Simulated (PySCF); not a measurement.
All values below come from PBE-D3(BJ)/def2-TZVP // B3LYP-D3(BJ)/def2-TZVP run with PySCF. Isolated molecules, 0 K electronic values unless said otherwise. One relaxed conformer stands for a flexible species; it need not be the lowest. Excitations are Tamm–Dancoff values on a coarser integration grid. The basis has no diffuse functions, so Rydberg states are missing or too high.

Reference species (SMILES): `[Si]([SiH2]O)(=O)[SiH3]` (Si–Si–Si–O torsion 1°, Si–Si–O–H torsion -179°) (neutral, multiplicity 1).

- HOMO–LUMO gap = 2.61 eV
- S1 excitation (TDA) = 2.82 eV
- T1 excitation (TDA) = 2.33 eV

After one change: the HOMO–LUMO gap rises by 2.18 eV; the S1 excitation (TDA) increases by 2.21 eV; the T1 excitation (TDA) rises by 2.12 eV.

Question: What was changed between the two runs? The new species is one of these.
A) `O=[SiH][Si@@H](O)[SiH3]` (O–Si–Si–Si torsion 119°, Si–Si–O–H torsion -2°)
B) `O=[Si](O)[SiH2][SiH3]` (Si–Si–O–H torsion -178°, O–Si–Si–Si torsion -108°)
C) `O[Si@@H]1O[SiH2][SiH2]1` (H–O–Si–Si torsion 179°)
D) `O1[SiH2]O[SiH2][SiH2]1`

Answer: C, `O[Si@@H]1O[SiH2][SiH2]1` (H–O–Si–Si torsion 179°)
